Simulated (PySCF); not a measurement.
# Fractional electron number in Ni⁺ (nickel, charge +1)

The 3d beta orbital of [Ar] 3d9 is emptied in steps (occupation f), with all orbitals relaxed, ending at [Ar] 3d8. All numbers are calculated (PySCF 2.14, no relativity, point nucleus, in def2-TZVP (6s4p4d1f, 45 functions)). The exact energy is a straight line in f; departures are measured from the line between the end points of the same method.

```json
{"f": "1", "LDA (eV)": "0.000", "PBE (eV)": "0.000"}
{"f": "0.8", "LDA (eV)": "-1.171", "PBE (eV)": "-1.124"}
{"f": "0.6", "LDA (eV)": "-1.783", "PBE (eV)": "-1.711"}
{"f": "0.4", "LDA (eV)": "-1.809", "PBE (eV)": "-1.734"}
{"f": "0.2", "LDA (eV)": "-1.222", "PBE (eV)": "-1.170"}
{"f": "0", "LDA (eV)": "0.000", "PBE (eV)": "0.000"}
```

| method | E(f=0) − E(f=1) (eV) | −ε at f=1 (eV) | −ε at f=0.4 (eV) |
| --- | --- | --- | --- |
| LDA | 19.701 | 12.506 | 21.086 |
| PBE | 19.024 | 12.134 | 20.361 |

Orbital energy along the path (eV):

| f | LDA | PBE |
| --- | --- | --- |
| 1 | -12.506 | -12.134 |
| 0.8 | -15.217 | -14.718 |
| 0.6 | -18.085 | -17.478 |
| 0.4 | -21.086 | -20.361 |
| 0.2 | -24.206 | -23.345 |
| 0 | -27.430 | -26.414 |

Reference removal energy between the ground levels: 18.169 eV (measured; NIST Atomic Spectra Database, ionization energies). The calculation has no spin-orbit coupling. The determinant left behind need not be the lowest term of the ion.
